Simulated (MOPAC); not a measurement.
MOPAC input (PM3):

```
PM3 1SCF CHARGE=-1 GEO-OK AUX(PRECISION=9) THREADS=1
H7N2OSi2

N     0.99986300 1    1.61956500 1    0.14729900 1
Si    1.54991700 1    0.06991900 1   -0.01885500 1
O     0.30202800 1   -1.07499900 1   -0.27472900 1
Si   -1.26002300 1   -0.60250700 1   -0.34317100 1
N    -1.78528200 1    0.53121700 1    0.85459500 1
H     1.00196200 1    2.19560500 1   -0.68713100 1
H     2.18353500 1   -0.46254500 1    1.23473800 1
H     2.52662200 1   -0.26678900 1   -1.12491600 1
H    -1.57048300 1   -0.03609500 1   -1.68434200 1
H    -2.10698900 1   -1.82504200 1   -0.17973800 1
H    -1.95387200 1    0.14190800 1    1.77325100 1
H    -1.05758100 1    1.25370300 1    0.92108900 1
```

From the output:

```
                                                       MOPAC v23.2.5 Linux

          FINAL HEAT OF FORMATION =       -102.62550 KCAL/MOL =    -429.38511 KJ/MOL

          COSMO AREA              =        139.97 SQUARE ANGSTROMS
          COSMO VOLUME            =        137.56 CUBIC ANGSTROMS

          IONIZATION POTENTIAL    =          2.525872 EV
          HOMO LUMO ENERGIES (EV) =         -2.526  5.151
          NO. OF FILLED LEVELS    =         16
          MOLECULAR WEIGHT        =        107.2391         POINT GROUP:  C1

          MOLECULAR DIMENSIONS (Angstroms)

            Atom       Atom       Distance
            H    11    H     8     5.35175
            H     9    H     7     4.50029
            H     6    H    10     4.30526

          SCF CALCULATIONS        =          1

   ATOM   CHEMICAL          X               Y               Z
  NUMBER   SYMBOL      (ANGSTROMS)     (ANGSTROMS)     (ANGSTROMS)

     1       N          0.99986300  *   1.61956500  *   0.14729900  *
     2      Si          1.54991700  *   0.06991900  *  -0.01885500  *
     3       O          0.30202800  *  -1.07499900  *  -0.27472900  *
     4      Si         -1.26002300  *  -0.60250700  *  -0.34317100  *
     5       N         -1.78528200  *   0.53121700  *   0.85459500  *
     6       H          1.00196200  *   2.19560500  *  -0.68713100  *
     7       H          2.18353500  *  -0.46254500  *   1.23473800  *
     8       H          2.52662200  *  -0.26678900  *  -1.12491600  *
     9       H         -1.57048300  *  -0.03609500  *  -1.68434200  *
    10       H         -2.10698900  *  -1.82504200  *  -0.17973800  *
    11       H         -1.95387200  *   0.14190800  *   1.77325100  *
    12       H         -1.05758100  *   1.25370300  *   0.92108900  *

                             CARTESIAN COORDINATES

   1    N        0.999863000     1.619565000     0.147299000
   2   Si        1.549917000     0.069919000    -0.018855000
   3    O        0.302028000    -1.074999000    -0.274729000
   4   Si       -1.260023000    -0.602507000    -0.343171000
   5    N       -1.785282000     0.531217000     0.854595000
   6    H        1.001962000     2.195605000    -0.687131000
   7    H        2.183535000    -0.462545000     1.234738000
   8    H        2.526622000    -0.266789000    -1.124916000
   9    H       -1.570483000    -0.036095000    -1.684342000
  10    H       -2.106989000    -1.825042000    -0.179738000
  11    H       -1.953872000     0.141908000     1.773251000
  12    H       -1.057581000     1.253703000     0.921089000

           Empirical Formula: H7 N2 O Si2  =    12 atoms

      MOLECULAR POINT GROUP   :   C1

                  EIGENVALUES
 -29.64958 -23.46453 -19.09818 -12.32472 -11.25252 -10.54612  -9.60261  -8.60980
  -8.48059  -7.29725  -6.45562  -6.21429  -4.94849  -4.69158  -2.90593  -2.52587
   5.15097   5.61895   6.25970   6.38759   6.65007   7.15969   7.38856   8.19922
   9.02867  10.20782  11.62960

              NET ATOMIC CHARGES AND DIPOLE CONTRIBUTIONS

  ATOM NO.   TYPE          CHARGE      No. of ELECS.   s-Pop       p-Pop
    1          N          -0.686349        5.6863     1.69104     3.99531
    2         Si           0.401941        3.5981     1.03422     2.56384
    3          O          -0.567941        6.5679     1.77080     4.79714
    4         Si           0.576461        3.4235     0.97349     2.45005
    5          N          -0.245241        5.2452     1.46908     3.77616
    6          H           0.037427        0.9626     0.96257
    7          H          -0.144215        1.1442     1.14422
    8          H          -0.188952        1.1890     1.18895
    9          H          -0.145411        1.1454     1.14541
   10          H          -0.166320        1.1663     1.16632
   11          H           0.013534        0.9865     0.98647
   12          H           0.115066        0.8849     0.88493
 DIPOLE           X         Y         Z       TOTAL
 POINT-CHG.    -4.026    -1.469     0.245     4.293
 HYBRID         1.322    -1.346    -0.626     1.988
 SUM           -2.704    -2.815    -0.381     3.922

          ATOMIC ORBITAL ELECTRON POPULATIONS

     Atom    s        px        py        pz
    1  N   1.69104   1.62002   1.08909   1.28620
    2 Si   1.03422   0.82053   0.86002   0.88330
    3  O   1.77080   1.25573   1.65599   1.88542
    4 Si   0.97349   0.75230   0.81602   0.88173
    5  N   1.46908   1.52247   1.18990   1.06379
    6  H   0.96257
    7  H   1.14422
    8  H   1.18895
    9  H   1.14541
   10  H   1.16632
   11  H   0.98647
   12  H   0.88493

 **********************
 *                    *
 * JOB ENDED NORMALLY *
 *                    *
 **********************

 == MOPAC DONE ==
```

The dipole moment of an ion depends on the origin.

The geometry given is a B3LYP-D3(BJ)/def2-TZVP minimum.
